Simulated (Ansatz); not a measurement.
One change: `O[SiH2]B(F)Br` becomes `COB(F)Br`.

Ansatz, PBE0-D4/def2-TZVP geometries, multiplicity 1. Each molecule was computed in one conformer, which needn't be the lowest.

Scalar relativity is left out up to krypton.

```tsv
property	`O[SiH2]B(F)Br`
HOMO–LUMO gap (PBE0/def2-TZVPP) / eV	6.43
size of the dipole moment (B3LYP/def2-TZVPP) / D	0.60
size of the dipole moment (ωB97M-V/def2-TZVPP) / D	0.55
HOMO–LUMO gap (ωB97M-V/def2-TZVPP) / eV	10.61
LUMO energy (PBE/def2-TZVPP) / eV	-2.81
LUMO energy (B3LYP/def2-TZVPP) / eV	-2.09
```

Q: Give the same properties after the change, and the shifts. (An estimate is asked.)

A: The calculation gave: 
```json
{"property": "HOMO–LUMO gap (PBE0/def2-TZVPP) / eV", "`COB(F)Br`": "9.03", "shift": "2.60"}
{"property": "size of the dipole moment (B3LYP/def2-TZVPP) / D", "`COB(F)Br`": "2.44", "shift": "1.84"}
{"property": "size of the dipole moment (ωB97M-V/def2-TZVPP) / D", "`COB(F)Br`": "2.42", "shift": "1.87"}
{"property": "HOMO–LUMO gap (ωB97M-V/def2-TZVPP) / eV", "`COB(F)Br`": "13.06", "shift": "2.45"}
{"property": "LUMO energy (PBE/def2-TZVPP) / eV", "`COB(F)Br`": "-0.65", "shift": "2.16"}
{"property": "LUMO energy (B3LYP/def2-TZVPP) / eV", "`COB(F)Br`": "0.12", "shift": "2.21"}
```

With PBE0 the HOMO falls by 0.33 eV and the LUMO rises by 2.27 eV, so the gap widens by about 2.60 eV. PBE moves the HOMO by -0.28 eV and ωB97M-V by -0.46 eV. Dipoles are sizes alone; their direction can turn.

B3LYP here is the variant with VWN-RPA as its local correlation; programs differ in this.

Spin–orbit coupling is left out; it splits and shifts lone-pair levels of the heavy atoms by tenths of an eV.
